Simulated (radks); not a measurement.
Q: Spherical jellium clusters: N electrons in a uniform positive sphere of charge N and radius rs N^(1/3), rs = 3.5 bohr. Calculated with a radial shooting solver with Libxc functionals: non-relativistic Kohn-Sham, PBEsol, spin-polarised, spherical densities. Levels are named by radial order and angular momentum (1s, 1p, 1d, 2s, ...), and open shells are averaged over m. At N = 15 the configuration is 1s2 1p6 1d(up 5, down 2). The background grows by one charge. Does electron 16 go into 2s down or 2s up or 1d down?

A: Into 1d down. The total energies of the other choices lie higher by 0.167 eV (2s up), 0.320 eV (2s down).
